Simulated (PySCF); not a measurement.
Peak assignment

Bonds (- single, = double, # triple, : aromatic): C1=C2, C2-Si3, C2-C4, C4=N5, N5-C6, C6-C7, C7-C8. C1 carries H9, H10; Si3 carries H11, H12, H13; C4 carries H14; C6 carries H15, H16; C7 carries H17, H18; C8 carries H19, H20, H21. Stereochemistry as in C=C([SiH3])/C=N\CCC. H9 is cis to Si3; H10 is trans to Si3.

PySCF calculation with geometry: GFN2-xTB and shielding tensors at PBE0/pcSseg-1 (GIAO); rapidly exchanging positions averaged, one conformer, in vacuum, relativity neglected.

Scale: 13C and 1H against TMS (reference shieldings calculated alike).

(1) Assign these signals to the numbered atoms. 13C{1H} NMR (computed): δ 168.5 (CH), 149.4 (C), 140.3 (CH2), 57.0 (CH2), 27.4 (CH2), 14.6 (CH3).

(2) Assign these signals to the numbered atoms. 1H NMR (400 MHz, computed): δ 8.41 (s, 1H), 6.20 (br s, 1H), 5.92 (br s, 1H), 4.19 (s, 3H), 3.82 (t, 2H), 1.77 (m, 2H), 0.74 (t, 3H).

Results:

(1) 
| δ (ppm) | atoms | environment | reason |
| --- | --- | --- | --- |
| 168.5 | C4 | C=N carbon | – |
| 149.4 | C2 | fully substituted alkene carbon | an sp2 carbon of a C=C bond |
| 140.3 | C1 | terminal =CH2 carbon | as expected for a trigonal carbon in a double bond |
| 57.0 | C6 | sp3 CH2 bonded to N | pulled downfield by the heteroatom |
| 27.4 | C7 | sp3 CH2 | saturated and bonded to C and H only |
| 14.6 | C8 | methyl carbon | aliphatic region, no heteroatom directly attached |

(2) 
```tsv
δ (ppm)	atoms	environment	reason
8.41	H14	hydrogen on a C=N carbon	–
6.20	H9	hydrogen on a terminal =CH2 carbon	attached to an sp2 carbon and in the plane of the double bond
5.92	H10	hydrogen on a terminal =CH2 carbon	–
4.19	H11/H12/H13	hydrogen on a silicon bonded to C	–
3.82	H15/H16	hydrogen on an sp3 CH2 bonded to N	its carbon carries N, which withdraws density
1.77	H17/H18	hydrogen on an sp3 CH2	–
0.74	H19/H20/H21	hydrogen on a methyl carbon	far from electronegative atoms and π systems
```

Shifts are as computed. Against solution values, carbons near 30 ppm lie about +3 ppm off and those near 130 ppm about +5 ppm. Of 1211 compounds with measured shifts, 218 miss one by over three times the rms of a fit or turn the order of signals round; such compounds aren't used in these exercises. No couplings were computed; multiplicities are counted from neighbouring protons, with m where these are inequivalent, close in shift, in a saturated or five-membered ring or joined by F or P, and br s for small geminal =CH2 splittings.
